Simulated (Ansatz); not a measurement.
The cluster Au₁₀O₅, relaxed as a singlet with RKS PBE-D4/def2-SVP in Ansatz, starting from the GFN2-xTB geometry. Force threshold 0.03 eV/Å.

In the def2 sets Au takes a core potential; there is no spin–orbit coupling. The restricted singlet is unstable towards broken spin symmetry at other levels; at PBE-D4/def2-SVP this wasn't settled. The structure comes from a short search, and lower isomers may exist.

Start:

```xyz
15

Au   -4.5234    0.4362   -0.5426
Au   -6.9485   -1.3539   -3.4182
Au   -2.0249    0.3086   -1.1671
Au   -0.4730   -0.5543   -3.1298
Au    6.5887   -0.1737   -0.8586
Au   -1.6719   -0.2453    3.7436
Au    2.0227    0.4556    2.1597
Au    5.1429    0.2903    1.2029
Au   -0.4616    0.4635    1.5665
Au   -4.5825   -0.7989   -2.8537
O     6.8034   -0.5153    1.0959
O     3.6401    1.1587    1.7132
O    -1.4034    1.3036    0.2418
O     0.4709   -0.2706    3.0300
O    -2.5796   -0.5046   -2.7835
```

Task: Estimate the energy that the relaxation releases and the steps that it takes.

Result: 99.5 kcal/mol, in 26 steps; 2.1 min on 2 threads of AMD EPYC 7R13 on a shared host and a share (18 GiB) of an NVIDIA H100 80GB HBM3. No frequencies were taken in this run, so the end may be a saddle point.

Task: Does the start keep its bonding and symmetry?

Result: Bonds formed: Au1–Au2, Au1–O13 (atoms count from 1). Metal–metal contacts that move far: Au1–Au9 4.58 to 2.87 Å, Au5–Au8 2.56 to 3.28 Å, Au6–Au9 2.59 to 3.29 Å, Au3–Au4 2.65 to 3.24 Å.

Task: Predict the relaxed structure.

Result: 
```xyz
15

Au   -3.630    0.352   -0.155
Au   -5.448   -1.390   -0.944
Au   -1.523    0.984   -2.007
Au   -0.567   -1.566   -3.763
Au    7.246    0.177   -0.496
Au   -1.330    0.008    4.529
Au    1.322    0.228    2.491
Au    4.326    0.118    0.989
Au   -1.181    0.627    1.307
Au   -3.574   -0.885   -2.726
O     5.439   -0.598   -0.396
O     3.150    0.801    2.339
O    -1.899    1.775   -0.161
O    -0.508   -0.621    2.787
O    -1.822   -0.009   -3.793
```
Bond lengths (bridged metal pairs left out): 13 × Au–O 1.92 to 2.24 Å; 3 × Au–Au 2.63 to 2.85 Å.
